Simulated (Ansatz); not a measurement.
`C[O][Zr]([OH])([F])[Se]C` and `CC[N](C)[Zr]([OH])([F])[O]C` differ in one atom or group.

Ansatz, PBE0-D4/def2-TZVP geometries, multiplicity 1. Each molecule was computed in one conformer, which needn't be the lowest.

Elements past krypton have def2 core potentials. Scalar relativity is left out up to krypton.

| property | `C[O][Zr]([OH])([F])[Se]C` |
| --- | --- |
| HOMO energy (PBE/def2-TZVPP) / eV | -5.32 |
| size of the dipole moment (ωB97M-V/def2-TZVPP) / D | 3.22 |
| HOMO–LUMO gap (PBE/def2-TZVPP) / eV | 3.69 |
| HOMO energy (PBE0/def2-TZVPP) / eV | -6.43 |
| LUMO energy (PBE/def2-TZVPP) / eV | -1.63 |
| size of the dipole moment (PBE/def2-TZVPP) / D | 3.07 |

Q: Give the same properties after the change, and the shifts. (Best estimate.)

A: Computed: 
```
                                          property  `CC[N](C)[Zr]([OH])([F])[O]C`  shift
                 HOMO energy (PBE/def2-TZVPP) / eV                          -4.99   0.33
size of the dipole moment (ωB97M-V/def2-TZVPP) / D                           2.42  -0.80
               HOMO–LUMO gap (PBE/def2-TZVPP) / eV                           4.13   0.44
                HOMO energy (PBE0/def2-TZVPP) / eV                          -6.25   0.18
                 LUMO energy (PBE/def2-TZVPP) / eV                          -0.86   0.77
    size of the dipole moment (PBE/def2-TZVPP) / D                           2.39  -0.68
```

With PBE0 the HOMO rises by 0.18 eV and the LUMO rises by 0.78 eV, so the gap widens by about 0.60 eV. PBE moves the HOMO by 0.33 eV and ωB97M-V by 0.02 eV. Dipoles are sizes alone; their direction can turn.

Spin–orbit coupling is left out; it splits and shifts lone-pair levels of the heavy atoms by tenths of an eV.
